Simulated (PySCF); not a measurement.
A structure optimised at PBE-D3(BJ)/def2-SVP, used in a PySCF frequency run:

```
Mo
O 1 1.6964
Cl 1 2.2684 2 92.60
Cl 1 2.2684 2 92.60 3 -120.00
Cl 1 2.2684 2 92.60 3 120.00
Cl 1 2.3926 3 87.40 2 -180.00
```

Write its SMILES and formula.

[O]=[Mo]([Cl])([Cl])([Cl])[Cl], Cl4MoO

What are its rotational constants (standard atomic weights)?

1.0016, 1.0016, 0.92544 GHz
